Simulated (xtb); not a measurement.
Br₅Ta, triplet, geometry from GFN2-xTB (such geometries of metal compounds can be far from the true shape) (the multiplicity is a formal guess), atoms displaced at random by about 0.1 Å a coordinate; xtb 6.7.1 with GFN2-xTB.

xtb was given this input:
```
$ xtb mol.xyz --gfn 2 --uhf 2 --opt sloppy --json

# file mol.xyz
6

Ta     0.06863641    -0.01190198    -0.15838696
Br     1.98988717    -0.47008204     1.59748424
Br    -1.96859300     0.48791866    -1.72417076
Br     0.44212685     2.55437856     0.16879832
Br     1.35852710    -1.14255651    -1.82424146
Br    -1.71196650    -1.00192591     1.33884326
```

The log (banner, timings and long lists left out):

```
   ID    Z sym.   atoms
    1   73 Ta     1
    2   35 Br     2-6

           -------------------------------------------------
          |                Calculation Setup                |
           -------------------------------------------------

           -------------------------------------------------
          |                 G F N 2 - x T B                 |
           -------------------------------------------------

          ...................................................
          :                      SETUP                      :
          :.................................................:
          :  # basis functions                  60          :
          :  # atomic orbitals                  54          :
          :  # shells                           18          :
          :  # electrons                        40          :
          :  max. iterations                   250          :
          :  Hamiltonian                  GFN2-xTB          :
          :  restarted?                      false          :
          :  GBSA solvation                  false          :
          :  PC potential                    false          :
          :  electronic temp.          300.0000000     K    :
          :  accuracy                    1.0000000          :
          :  -> integral cutoff          0.2500000E+02      :
          :  -> integral neglect         0.1000000E-07      :
          :  -> SCF convergence          0.1000000E-05 Eh   :
          :  -> wf. convergence          0.1000000E-03 e    :
          :  Broyden damping             0.4000000          :
          :  net charge                          0          :
          :  unpaired electrons                  2          :
          ...................................................

 iter      E             dE          RMSdq      gap      omega  full diag
   1    -22.2786687 -0.222787E+02  0.957E+00    0.28       0.0  T
   2    -22.2474356  0.312332E-01  0.123E+01    0.08       1.0  T
   3    -22.4949007 -0.247465E+00  0.780E+00    0.11       1.0  T
   4    -22.5418373 -0.469366E-01  0.614E+00    0.11       1.0  T
   5    -22.5307493  0.110880E-01  0.598E+00    0.12       1.0  T
   6    -22.5884895 -0.577401E-01  0.357E+00    0.12       1.0  T
   7    -22.5690331  0.194564E-01  0.395E+00    0.13       1.0  T
   8    -22.5738563 -0.482319E-02  0.369E+00    0.12       1.0  T
   9    -22.6014528 -0.275965E-01  0.197E+00    0.12       1.0  T
[...]
         :: total energy             -22.597944338459 Eh    ::
 * total energy  :   -22.5979443 Eh     change        0.1808225E-09 Eh
 * total energy  :   -22.5985782 Eh     change       -0.6338986E-03 Eh
 * total energy  :   -22.6006882 Eh     change       -0.2109962E-02 Eh
 * total energy  :   -22.6010474 Eh     change       -0.3592038E-03 Eh
 * total energy  :   -22.6013608 Eh     change       -0.3133515E-03 Eh
 * total energy  :   -22.6013724 Eh     change       -0.1162861E-04 Eh
   *** GEOMETRY OPTIMIZATION CONVERGED AFTER 6 ITERATIONS ***
         :: total energy             -22.601372383603 Eh    ::
[...]
      -------------------------------------------------------------
                  HL-Gap            0.0002952 Eh            0.0080 eV
             Fermi-level           -0.4145019 Eh          -11.2792 eV

     #   Z          covCN         q      C6AA      α(0)
     1  73 Ta       3.864     0.818   178.605    19.779
     2  35 Br       0.835    -0.155   189.070    22.169
     3  35 Br       0.828    -0.155   189.040    22.168
     4  35 Br       0.817    -0.168   189.384    22.188
     5  35 Br       0.820    -0.170   189.461    22.192
     6  35 Br       0.824    -0.170   189.474    22.193

 Mol. C6AA /au·bohr⁶  :       6737.527492
 Mol. C8AA /au·bohr⁸  :     524893.047656
 Mol. α(0) /au        :        130.688854

Wiberg/Mayer (AO) data.
largest (>0.10) Wiberg bond orders for each atom

 ---------------------------------------------------------------------------
     #   Z sym  total        # sym  WBO       # sym  WBO       # sym  WBO
 ---------------------------------------------------------------------------
     1  73 Ta   4.607 --     4 Br   1.069     6 Br   1.054     5 Br   1.050
                             2 Br   0.724     3 Br   0.711
     2  35 Br   0.958 --     1 Ta   0.724
     3  35 Br   0.945 --     1 Ta   0.711
     4  35 Br   1.272 --     1 Ta   1.069
     5  35 Br   1.259 --     1 Ta   1.050
     6  35 Br   1.264 --     1 Ta   1.054
 ---------------------------------------------------------------------------

Topologies differ in total number of bonds
Writing topology from bond orders to xtbtopo.mol

molecular dipole:
                 x           y           z       tot (Debye)
 q only:       -0.005      -0.009       0.005
   full:       -0.016      -0.039      -0.001       0.106
molecular quadrupole (traceless):
                xx          xy          yy          xz          yz          zz
 q only:       -0.714       0.435       1.155      -1.315       0.445      -0.441
  q+dip:       -2.277       1.446       3.513      -4.774       1.427      -1.236
   full:       -2.206       1.438       3.397      -4.739       1.375      -1.191

optimized geometry written to: xtbopt.xyz

           -------------------------------------------------
          | TOTAL ENERGY              -22.601372383603 Eh   |
          | GRADIENT NORM               0.002034425932 Eh/α |
          | HOMO-LUMO GAP               0.008032891971 eV   |
           -------------------------------------------------

normal termination of xtb
```
